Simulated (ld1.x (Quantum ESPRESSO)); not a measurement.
**u(r) = r·R(r): atom against pseudo-atom (aluminium)**

Columns: radius, all-electron u(r) and pseudo u(r) of the 3p shell (level -2.56 eV) of aluminium in the configuration [Ne] 3s2 3p1; BLYP, scalar-relativistic, ultrasoft scheme, ld1.x (Quantum ESPRESSO) 7.5.

| r (bohr) | all-electron | pseudo |
| --- | --- | --- |
| 0.128 | 0.1025 | -0.0051 |
| 0.255 | 0.1958 | -0.0199 |
| 0.382 | 0.2146 | -0.0437 |
| 0.510 | 0.1784 | -0.0757 |
| 0.638 | 0.1121 | -0.1141 |
| 0.765 | 0.0333 | -0.1569 |
| 0.893 | -0.0491 | -0.2028 |
| 1.020 | -0.1282 | -0.2493 |
| 1.148 | -0.2021 | -0.2955 |
| 1.275 | -0.2681 | -0.3391 |
| 1.402 | -0.3263 | -0.3793 |
| 1.530 | -0.3770 | -0.4157 |
| 1.658 | -0.4201 | -0.4475 |
| 1.785 | -0.4557 | -0.4742 |
| 1.912 | -0.4849 | -0.4963 |
| 2.040 | -0.5079 | -0.5142 |
| 2.168 | -0.5253 | -0.5281 |
| 2.295 | -0.5375 | -0.5384 |
| 2.422 | -0.5452 | -0.5453 |
| 2.550 | -0.5490 | -0.5490 |
| 2.678 | -0.5494 | -0.5494 |
| 2.805 | -0.5469 | -0.5469 |
| 2.932 | -0.5420 | -0.5420 |
| 3.060 | -0.5349 | -0.5349 |
| 3.188 | -0.5261 | -0.5261 |
| 3.315 | -0.5159 | -0.5159 |

**Question.** How many radial nodes do the two functions have?

**Answer.** The all-electron 3p function has n − l − 1 = 1; the pseudo-wave has 0, since the states of the same l below it are removed with the core.

**Question.** At about which radius was the pseudo-wave matched?

**Answer.** 2.55 bohr. The columns agree to 0.0005 from 2.42 bohr on; several derivatives are matched, so the curves merge somewhat inside the radius.

**Question.** Where does each function peak?

**Answer.** Outermost all-electron maximum near 2.68 bohr, pseudo maximum near 2.68 bohr (to the table’s step).

**Question.** Is the pseudo-wave norm-conserving?

**Answer.** No, it belongs to an ultrasoft set: the norm inside the radius is not constrained, and the difference is carried by the augmentation charge.
